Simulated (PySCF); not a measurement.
## MIn for M along group 13

PBE with double-zeta basis sets in PySCF, for the lowest determinant that a PBE0 search found; no spin–orbit coupling. De refers to high-spin ground-configuration atoms. A positive dipole means M(−)In(+).

```csv
M,basis,state (unpaired electrons),Re (Å),ωe (cm⁻¹),De (eV),μ (D)
Al,def2-SVP,"triplet (σ ↑, π ↑)",2.924,186,1.49,0.62
Ga,cc-pVDZ-PP,"triplet (σ ↑, π ↑)",2.935,128,1.44,0.21
In,def2-SVP,"triplet (σ ↑, π ↑)",3.103,105,1.36,n/a
Tl,def2-SVP,"triplet (σ ↑, π ↑)",3.148,90.4,1.32,-0.41
```

The shortest bond is that of AlIn (2.924 Å), the longest that of TlIn (3.148 Å).

The rows differ in basis set, which adds steps of its own.

Down a group the atoms grow and get heavier, so bonds lengthen and wavenumbers fall; this series shows no clear exception.

Spin–orbit coupling is left out, which matters for elements this heavy, above all for dissociation energies. States were picked by a PBE0 search and need not be the measured ground states.
